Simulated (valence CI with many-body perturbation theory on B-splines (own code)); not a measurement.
La¹⁶⁺: E2, M1 decay

Computed by configuration interaction combined with many-body perturbation theory (CI+MBPT): five valence electrons over a frozen Dirac-Fock core [Kr], a basis of 7 s, 7 p, 8 d, 6 f, 4 g, 1 h functions for each j, with the one-electron correlation potential Σ1, the two-electron term Σ2, the three-electron term Σ3, Breit, model QED; selected CI, second order for the rest (own B-spline code, finite nucleus).

No measured spectrum was set against this ion. As an estimate, terms of the open shell hold to 2 to 4 % of their energy, and close levels can change places. Core correlation moves these levels by up to 12000 cm⁻¹, and in measured spectra 5 to 20 % of such shifts remained as error; rates that hang on mixing are uncertain with them. Among the levels kept, up to 300 cm⁻¹ of a level comes from second order outside the variational space, and about a tenth of that is noise between levels of different J, which matters for small intervals. Only levels of the ground parity were solved; by the run's estimate the other parity begins above the list, which can be wrong where configurations are misplaced.

Lines 1 to 50 of 120 in falling wavelength, among levels below 25.122 eV, chosen from the decays that carry over 1 % of a level's rate. Wavelengths and rates use the calculated energies, so an error of 2000 cm⁻¹ moves a line at 1286 nm by 26 % and its rate by three times that or more. Electric multipoles are in the length gauge, E1 and E2 with the static RPA response of the core. Weak lines are less certain than strong ones. Lines between different terms over intervals too small for the method are left out, as are lines whose strength nearly cancels. Where a level lies close to another of its J and parity, the split of strength between their lines is uncertain. Branching is blank where the lifetime is uncertain.

Names give the largest LS component (configuration and term), which can be under half, so a name can repeat, a term be missing and a line seem to break the LS rules; names also repeat where a configuration has a term twice. Letters in brackets count levels of one name in rising energy.

```tsv
λ vac (nm)	Upper	Lower	Type	A (s⁻¹)	Branch %
3579	4d⁵ ⁴G_11/2	4d⁵ ⁴G_7/2	E2	1.27e-08	
3379	4d⁵ ⁴G_9/2	4d⁵ ⁴G_11/2	M1	6.27e-01	10.9
1738	4d⁵ ⁴G_9/2	4d⁵ ⁴G_7/2	M1	5.13e+00	89.0
1286	4d⁵ ²D_3/2 [a]	4d⁵ ⁴F_5/2	M1	7.22e+00	1.6
1281	4d⁵ ²I_13/2	4d⁵ ²I_11/2	M1	4.14e+00	10.7
1215	4d⁵ ⁴P_1/2	4d⁵ ⁴D_3/2 [a]	M1	2.60e+01	99.9
1043	4d⁵ ⁴D_3/2 [b]	4d⁵ ²D_5/2 [a]	M1	1.93e+01	4.2
1027	4d⁵ ⁴F_7/2	4d⁵ ²F_5/2 [b]	M1	9.31e+00	1.0
851.1	4d⁵ ²F_7/2 [a]	4d⁵ ⁴D_7/2	M1	2.36e+00	1.7
821.1	4d⁵ ⁴D_7/2	4d⁵ ⁴G_9/2	M1	1.29e+01	7.6
778.5	4d⁵ ²G_7/2 [a]	4d⁵ ²F_5/2 [a]	M1	1.21e+01	5.9
773.9	4d⁵ ⁴D_7/2	4d⁵ ⁴G_5/2 [b]	M1	4.16e+01	24.6
747.7	4d⁵ ⁴G_7/2	4d⁵ ⁴G_5/2 [a]	M1	4.90e+01	60.2
641.1	4d⁵ ⁴D_3/2 [a]	4d⁵ ⁴G_5/2 [a]	M1	4.78e+01	7.8
630.2	4d⁵ ⁴F_5/2	4d⁵ ⁴F_3/2	M1	1.31e+01	1.1
615.9	4d⁵ ²G_9/2 [a]	4d⁵ ⁴D_7/2	M1	2.87e+01	14.2
614.9	4d⁵ ²H_9/2	4d⁵ ²G_9/2 [a]	M1	3.91e+01	4.5
598.0	4d⁵ ⁴F_7/2	4d⁵ ⁴F_5/2	M1	2.34e+01	2.6
557.6	4d⁵ ⁴D_7/2	4d⁵ ⁴G_7/2	M1	6.26e+01	37.1
554.2	4d⁵ ⁴F_7/2	4d⁵ ²H_9/2	M1	4.14e+01	4.5
543.9	4d⁵ ⁴G_5/2 [b]	4d⁵ ⁴G_5/2 [a]	M1	1.99e+02	48.1
537.6	4d⁵ ²F_5/2 [b]	4d⁵ ²F_5/2 [a]	M1	1.42e+01	1.2
536.2	4d⁵ ⁴D_1/2	4d⁵ ⁴P_1/2	M1	1.94e+02	56.6
531.6	4d⁵ ²G_7/2 [a]	4d⁵ ²G_9/2 [a]	M1	6.67e+00	3.3
531.6	4d⁵ ²G_9/2 [b]	4d⁵ ²G_7/2 [a]	M1	3.38e+01	6.8
515.6	4d⁵ ²D_3/2 [a]	4d⁵ ²F_5/2 [a]	M1	1.15e+01	2.6
501.0	4d⁵ ⁴F_5/2	4d⁵ ⁴D_3/2 [b]	M1	4.11e+01	3.5
500.5	4d⁵ ²D_5/2 [a]	4d⁵ ⁴D_3/2 [a]	M1	1.34e+01	2.1
481.9	4d⁵ ²H_9/2	4d⁵ ²F_7/2 [a]	M1	1.87e+01	2.2
468.2	4d⁵ ²G_9/2 [b]	4d⁵ ²H_9/2	M1	1.40e+02	28.0
453.9	4d⁵ ²I_11/2	4d⁵ ⁴G_9/2	M1	3.73e+01	17.4
453.1	4d⁵ ⁴F_5/2	4d⁵ ²F_7/2 [a]	M1	1.64e+02	13.8
450.4	4d⁵ ²F_5/2 [a]	4d⁵ ⁴D_7/2	M1	3.11e+01	3.7
450.4	4d⁵ ²D_5/2 [a]	4d⁵ ⁴G_7/2	M1	9.77e+01	15.1
441.5	4d⁵ ²H_9/2	4d⁵ ²I_11/2	M1	9.66e+00	1.1
437.6	4d⁵ ²F_5/2 [b]	4d⁵ ⁴F_3/2	M1	1.22e+02	10.7
430.2	4d⁵ ²F_7/2 [b]	4d⁵ ²F_5/2 [a]	M1	3.48e+01	3.8
429.2	4d⁵ ²G_7/2 [a]	4d⁵ ²F_7/2 [a]	M1	7.68e+01	37.5
422.9	4d⁵ ²D_3/2 [a]	4d⁵ ⁴F_3/2	M1	9.40e+01	21.0
417.9	4d⁵ ²F_7/2 [a]	4d⁵ ⁴G_9/2	M1	8.24e+01	61.1
405.3	4d⁵ ²F_7/2 [a]	4d⁵ ⁴G_5/2 [b]	M1	1.19e+01	8.9
400.1	4d⁵ ²I_11/2	4d⁵ ⁴G_11/2	M1	1.77e+02	82.6
393.2	4d⁵ ⁴F_3/2	4d⁵ ⁴P_1/2	M1	4.38e+01	4.7
373.4	4d⁵ ⁴D_3/2 [b]	4d⁵ ⁴G_5/2 [b]	M1	4.24e+01	9.2
372.0	4d⁵ ⁴D_1/2	4d⁵ ⁴D_3/2 [a]	M1	1.49e+02	43.4
360.5	4d⁵ ²D_3/2 [a]	4d⁵ ⁴D_3/2 [b]	M1	4.76e+01	10.6
352.8	4d⁵ ⁴F_7/2	4d⁵ ²F_5/2 [a]	M1	1.25e+02	13.7
342.3	4d⁵ ²F_7/2 [b]	4d⁵ ²G_9/2 [a]	M1	4.67e+01	5.1
338.4	4d⁵ ⁴F_5/2	4d⁵ ²D_5/2 [a]	M1	2.66e+02	22.4
338.2	4d⁵ ⁴D_3/2 [b]	4d⁵ ⁴D_3/2 [a]	M1	6.22e+01	13.5
```
